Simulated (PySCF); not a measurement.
C2H6CdS, SMILES C[S][Cd][CH3].

Geometry: B3LYP-D3(BJ)/def2-SVP. The structure was generated by enumeration; whether it is a known compound was not checked. The def2 effective core potentials stand for the cores of Cd; spin–orbit coupling is left out. The values are those of a single conformer.

All values below come from PySCF with CAM-B3LYP/def2-TZVP.

Gas-phase values at a fixed geometry.

Computed frontier levels, gap, dipole moment and polarisability:
highest occupied level: -7.61 eV
lowest empty level: 0.10 eV
orbital gap: 7.72 eV
dipole moment: 2.02 D
quadrupole, principal values (traceless, Buckingham form, about the centre of nuclear charge): -8.94, 1.26, 7.68 D·Å
mean static polarisability: 78.0 bohr³ (11.56 Å³)
polarisability, principal values: 56.7, 64.7, 112.6 bohr³
